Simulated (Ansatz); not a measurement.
`C[O][Sb]([SiH3])[Cl]` + HCl → `C[O][Sb]([Cl])[Cl]` + SiH₄  (cleavage of the Sb–Si bond)

Gas-phase electronic energies from Ansatz, PBE0-D4/def2-TZVP geometries. CBS: MP2 limit from def2 TZ/QZ plus the TZ coupled-cluster correction, frozen cores. This one scheme is used for every species. Functionals use def2-TZVPP. def2 core potentials past Kr. For Sb outer-core shells are correlated without core-valence functions, which leaves a few kJ/mol of doubt a bond. One conformer a species, not always the lowest.

`C[O][Sb]([SiH3])[Cl]`:

```xyz
11

C     1.769    1.309    0.602
O     0.883    0.224    0.430
Sb   -1.040    0.536    0.635
Si   -1.494   -1.797   -0.400
Cl   -1.433    1.625   -1.437
H     2.781    0.905    0.675
H     1.561    1.879    1.518
H     1.729    1.995   -0.251
H    -2.941   -1.892   -0.727
H    -0.670   -1.926   -1.626
H    -1.145   -2.858    0.581
```

HCl:

Z-matrix (Å, degrees):
```
Cl
H 1 1.279
```

`C[O][Sb]([Cl])[Cl]`:

Z-matrix (Å, degrees):
```
C
O 1 1.416
H 1 1.094 2 111.3
H 1 1.094 2 111.3 3 121.8
H 1 1.091 2 107.2 3 -119.1
Sb 2 1.925 1 124.4 3 -60.5
Cl 6 2.351 2 98.1 1 -48.6
Cl 6 2.351 2 98.1 1 48.7
```

SiH₄:

Z-matrix (Å, degrees):
```
Si
H 1 1.485
H 1 1.485 2 109.5
H 1 1.485 2 109.5 3 -120.0
H 1 1.485 2 109.5 3 120.0
```

| level | ΔE (kJ/mol) |
| --- | --- |
| PBE-D4 | -75.4 |
| BLYP-D4 | -86.3 |
| r2SCAN0-D4 | -80.4 |
| BHLYP-D4 | -85.0 |

**Question.** What does CCSD(T)/CBS give? (Estimate.)

**Answer.** Ansatz gave: -79.7 kJ/mol. The listed levels differ from it by 4.3, -6.6, -0.7, -5.3 kJ/mol.

**Question.** What do rigid-rotor, harmonic-oscillator terms from PBE0-D4/def2-TZVP frequencies (298.15 K, 1 bar) make of the CCSD(T)/CBS value? (Estimate.)

**Answer.** Computed: ΔZPE = +2.8 kJ/mol, ΔH = -79.5 kJ/mol, ΔS = -16 J/(mol·K), ΔG = -74.9 kJ/mol.

Largest T1 diagnostic among the species: 0.014.

At CCSD(T), def2-SVP lies +7.7 kJ/mol from the extrapolated value and def2-TZVPP +4.9 kJ/mol. Leaving LDA and LC-ωPBE aside and taking each functional with its dispersion term where it has one, the values, not all of them listed here, spread over 16.5 kJ/mol, from B97M-V to HSE06-D4. LDA lies +3.2 kJ/mol from PBE without D4.

CCSD(T)/CBS has its own doubt, a few kJ/mol and more with outer-core shells, so smaller differences from it don't rank the levels.
